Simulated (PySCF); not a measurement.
Dipole response of Li⁻ (lithium, charge -1)

[He] 2s2, closed-shell 1S. Computed with PySCF 2.14 in aug-cc-pCVDZ (5s4p2d, 27 functions), with no relativity, point nucleus. Coupled (time-dependent) response in atomic units; α is the mean over directions. A double-zeta set is small for polarisabilities.

```tsv
method	mean α (bohr³)	C₆ (like pair)	S(−4)
UHF	1003	26590	961400
CAM-B3LYP	899.0	22400	799700
```

S(−4) is the Cauchy moment in α(ω) = α(0) + S(−4) ω² + …

α(iu) at CAM-B3LYP:

```tsv
u (hartree)	α(iu) (bohr³)
0	899.0
0.0500	325.3
0.100	132.3
0.200	41.71
0.300	19.67
0.500	7.380
0.750	3.375
1.00	1.949
1.50	0.9149
2.00	0.5442
3.00	0.2690
5.00	0.1157
```

For an ion, C₆ is the dispersion term alone; charge-induced terms of lower order in 1/R come first.
